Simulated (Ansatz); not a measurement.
```yaml
crystal:
  periodic: [false, false, false]
  atoms:
    - {symbol: C, position_ang: [-0.968664, 1.704678, 0.469769]}
    - {symbol: Ga, position_ang: [0.310605, 0.026996, 0.643554]}
    - {symbol: C, position_ang: [1.390359, -0.497483, 1.961325]}
    - {symbol: O, position_ang: [0.379959, -0.800906, -0.873516]}
    - {symbol: Si, position_ang: [-0.386419, -1.092885, -2.363313]}
    - {symbol: H, position_ang: [-0.972905, 2.131641, 1.452390]}
    - {symbol: H, position_ang: [-0.738373, 2.231664, -0.318325]}
    - {symbol: H, position_ang: [-2.089466, 1.240073, 0.382478]}
    - {symbol: H, position_ang: [2.575030, -0.630124, 1.530573]}
    - {symbol: H, position_ang: [1.120783, -1.230009, 2.441990]}
    - {symbol: H, position_ang: [1.625754, 0.362942, 2.819517]}
    - {symbol: H, position_ang: [-1.092337, -2.473542, -2.440253]}
    - {symbol: H, position_ang: [-1.417678, -0.141060, -2.477877]}
    - {symbol: H, position_ang: [0.605200, -0.827685, -3.449606]}
basis:
  gaussian: {orbitals: def2-SVP}
total_charge: 1
magnetization: {spin_polarized: true, initial_magnetization: 1}
hamiltonian: {xc: {name: HSE06}, dispersion: d4}
output: {forces: true}
```

```sh
$ ansatz run in.yaml --threads 2 --pin off --events-out ev --progress --plain --max-ram 22528MiB --backend cpu
```

Output, abridged:

```
Functional definition: HSE06
1367 factors; integrals over basis functions are off by at most 1.5e-3 eV
125 factors; integrals over basis functions are off by at most 4.6e-7 eV
mean field evaluation 1: about -64458.3698 eV, gradient 7.5e1 eV
mean field evaluation 2: about -64343.9488 eV, gradient 1.6e2 eV
mean field evaluation 4: about -64482.9643 eV, gradient 2.4e1 eV
mean field evaluation 8: about -64485.5898 eV, gradient 1.3e0 eV
mean field evaluation 16: about -64485.7108 eV, gradient 8.7e-3 eV
mean field -64485.71083687 eV, -2369.8061632701 hartree, gradient 3.3e-5 eV, S^2 0.759925; 4 other end points of the search recorded, 0 dependent functions left out
reference -64485.71088237 eV, -2369.8061649425 hartree; 37, 36 occupied and 100, 101 virtual orbitals, 1367 factors
Total energy: -64485.92397178 eV, -2369.8139958336 hartree
Atom 0 at    -0.968664     1.704678     0.469769 Å, force    -4.980466    -4.992190     4.196781 eV/Å
Atom 1 at     0.310605     0.026996     0.643554 Å, force    -1.551242     1.356675    -1.549054 eV/Å
Atom 2 at     1.390359    -0.497483     1.961325 Å, force     9.320782    10.161842    -1.114778 eV/Å
Atom 3 at     0.379959    -0.800906    -0.873516 Å, force    -0.723129    -0.289360    -1.258030 eV/Å
Atom 4 at    -0.386419    -1.092885    -2.363313 Å, force     0.983981    -1.925108    -0.618233 eV/Å
Atom 5 at    -0.972905     2.131641     1.452390 Å, force     0.726289     0.677665     0.812992 eV/Å
Atom 6 at    -0.738373     2.231664    -0.318325 Å, force     1.820462     3.289041    -4.791354 eV/Å
Atom 7 at    -2.089466     1.240073     0.382478 Å, force     2.704151     0.622018    -0.171517 eV/Å
Atom 8 at     2.575030    -0.630124     1.530573 Å, force    -3.435475     0.050793     0.770835 eV/Å
Atom 9 at     1.120783    -1.230009     2.441990 Å, force    -3.182795    -8.963031     5.393145 eV/Å
Atom 10 at     1.625754     0.362942     2.819517 Å, force    -0.940361    -1.971830    -2.201009 eV/Å
Atom 11 at    -1.092337    -2.473542    -2.440253 Å, force     0.712992     0.789313     0.275951 eV/Å
Atom 12 at    -1.417678    -0.141060    -2.477877 Å, force    -1.418495     1.417734     0.046887 eV/Å
Atom 13 at     0.605200    -0.827685    -3.449606 Å, force    -0.036692    -0.223562     0.207385 eV/Å
Dipole moment:    -0.213723     0.398920     0.382750 e Å
```

Run time 12 s (2 threads of an AMD EPYC 7R13 on a shared host); peak host memory 0.71 GiB.
